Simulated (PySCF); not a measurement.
Ge(H)2(Me)(vinyl) (C3H8Ge), SMILES C=[CH][GeH2][CH3]. Atoms are numbered in the order given.

```xyz
12

Ge     0.4238    -0.5012     0.0000
C     -1.4167    -1.1494     0.0000
C      0.4488     1.4420     0.0000
C     -0.6545     2.1954     0.0000
H      1.1749    -1.0225    -1.2452
H      1.1749    -1.0225     1.2452
H     -1.9504    -0.7944     0.8936
H     -1.4332    -2.2486     0.0000
H     -1.9504    -0.7944    -0.8936
H      1.4247     1.9443     0.0000
H     -1.6592     1.7575     0.0000
H     -0.6099     3.2906     0.0000
```

Geometry: PBE0-D3(BJ)/def2-SVP. The structure was generated by enumeration, and PubChem lists no compound with its InChIKey, so it may never have been made. Other conformers were not sampled.

Two levels are set side by side: PBE/pcSseg-1 (PySCF) and PBE0/pcSseg-1 (PySCF). GIAO shifts against GeH4 (⁷³Ge), TMS (¹H), TMS (¹³C) at the same level; non-relativistic, no solvent, atoms listed together averaged. Differences are taken from unrounded values.

```json
[
 {"quantity": "δ(⁷³Ge) of Ge1 (ppm)", "PBE0": "175.2"},
 {"quantity": "δ(¹³C) of C2 (ppm)", "PBE0": "-8.0"},
 {"quantity": "δ(¹³C) of C3 (ppm)", "PBE0": "145.5"},
 {"quantity": "δ(¹³C) of C4 (ppm)", "PBE0": "142.6"},
 {"quantity": "δ(¹H) of H5, H6 (ppm)", "PBE0": "4.57"},
 {"quantity": "δ(¹H) of H7, H8, H9 (ppm)", "PBE0": "0.64"},
 {"quantity": "δ(¹H) of H10 (ppm)", "PBE0": "6.80"}
]
```

Question: What does PBE give, and how far is it from PBE0? (Estimate from the structure and the level; the computed values follow.)

Answer: 
```
quantity                     PBE  PBE minus PBE0
-------------------------  -----  --------------
δ(⁷³Ge) of Ge1 (ppm)       189.5            14.3
δ(¹³C) of C2 (ppm)          -7.8             0.3
δ(¹³C) of C3 (ppm)         145.5             0.0
δ(¹³C) of C4 (ppm)         139.8            -2.8
δ(¹H) of H5, H6 (ppm)       4.68            0.11
δ(¹H) of H7, H8, H9 (ppm)   0.66            0.01
δ(¹H) of H10 (ppm)          6.85            0.05
```

Rough cost on one machine, each run with all the roots and properties that it gave: PBE0 against PBE within a factor of 2.
